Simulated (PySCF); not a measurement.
CH6SSiTe.
Bonds: C1–S2, S2–Si3, Si3–Te4. Hydrogens: H5, H6, H7 on C1; H8, H9 on Si3; H10 on Te4.

Method: PBE0-D3(BJ)/def2-SVP geometry optimisation, gas phase, def2 core potentials past Kr in PySCF 2.14.0; density fitting, grid level 1; the optimiser is geomeTRIC in internal coordinates, started from a GFN2-xTB structure with every atom displaced at random (about 0.01 Å).

Step 0: E = -27127.2214 eV
```
atom  x, y, z in Å  |  force x, y, z in eV/Å
C1     -1.7484   -0.6197    0.0200   -0.096   1.348  -0.675
S2     -0.0259   -1.0619    0.1212    0.940  -0.593   0.125
Si3     0.8531    0.8014   -0.4437    0.276  -0.600   0.750
Te4     3.3568    0.5045   -0.4057   -0.125   0.300  -0.098
H5     -1.9772    0.2134    0.6936   -0.135   0.045   0.207
H6     -2.0111   -0.2962   -1.0045   -0.082  -0.202   0.142
H7     -2.3352   -1.4725    0.2947   -0.522  -0.807   0.232
H8      0.3642    1.1594   -1.7564   -0.207   0.374  -0.904
H9      0.3946    1.8133    0.5304    0.022   0.382   0.140
H10     3.1796   -1.0626    0.0766   -0.070  -0.246   0.080
```

**Question.** Estimate the geometry and energy of step 1. (The exact step hangs on the optimiser's Hessian estimate; all steps are aligned on step 0, rigid shifts and turns removed.)

**Answer.** E = -27127.3066 eV, largest force 0.303 eV/Å
```
atom  x, y, z in Å  |  force x, y, z in eV/Å
C1     -1.7571   -0.6184    0.0157   -0.076  -0.273   0.108
S2      0.0055   -1.0821    0.1279   -0.062   0.082  -0.010
Si3     0.8491    0.8019   -0.4236    0.095   0.084  -0.132
Te4     3.3433    0.4957   -0.4061   -0.049  -0.100   0.038
H5     -2.0045    0.1969    0.7069   -0.001   0.058   0.047
H6     -2.0336   -0.3414   -1.0080   -0.011   0.041  -0.106
H7     -2.3387   -1.5104    0.3046    0.099   0.120  -0.033
H8      0.4007    1.2323   -1.7897    0.002  -0.063   0.072
H9      0.4497    1.8932    0.5181   -0.014  -0.039   0.039
H10     3.1362   -1.0887    0.0802    0.017   0.090  -0.024
```

The energy changes by -0.0852 eV. The first-order estimate −F·Δx gives -0.2012 eV and the mean of the old and new forces, exact on a quadratic surface, -0.0873 eV. The step makes an angle of 63° with the force vector and moves no atom by more than 0.098 Å.

What follows is the cost of the whole optimisation. On one thread, AMD EPYC 9B45 (x86_64), shared host with 96 logical CPUs at a one-minute load of 34, this took 11 s of wall time and 0.45 GiB of memory at its peak.
